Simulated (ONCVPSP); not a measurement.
## Zr: excitation energies, all-electron against ONCV

```json
{
 "Element": "Zr",
 "Generator": "ONCVPSP 4.0.1",
 "Type": "optimised norm-conserving Vanderbilt (ONCV)",
 "Functional": "LDA (Perdew-Wang 92)",
 "Relativity": "fully relativistic",
 "Frozen core": "[Ar] 3d10",
 "Valence charge": "12",
 "Reference configuration": "4s2 4p6 4d3 5s1",
 "Partial waves": "4s+5s: rc 1.70 bohr, ncon 4, nbas 7, qcut 5.9 1/bohr, 2 projectors; 4p: rc 1.45 bohr, ncon 4, nbas 7, qcut 5.4 1/bohr, 1 projector; 4d: rc 2.30 bohr, ncon 3, nbas 7, qcut 7.9 1/bohr, 2 projectors, debl 3.9 Ha",
 "Local potential": "polynomial inside 1.25 bohr (lpopt 3, dvloc0 3 Ha)",
 "Core correction": "Teter function, fcfact 2.25, rcfact 1.55"
}
```

Open shells are filled in proportion to 2j + 1.

Energies are relative to the spin-unpolarised reference configuration 4s2 4p6 4d3 5s1; without spin polarisation the order of configurations can differ from experiment.

Question: Give the all-electron excitation energy and the error of the potential for: 4s2 4p6 4d2 5s2; 4s2 4p6 4d2 5s1; 4s2 4p6 4d2 5s0; 4s2 4p5 4d2 5s2.

Answer:

```csv
valence configuration,charge,ΔE all-electron (eV),error AE − PS (meV)
4s2 4p6 4d2 5s2,0,-1.221,-1.4
4s2 4p6 4d2 5s1,+1,6.124,-0.1
4s2 4p6 4d2 5s0,+2,19.358,+0.4
4s2 4p5 4d2 5s2,+1,36.877,+6.6
```
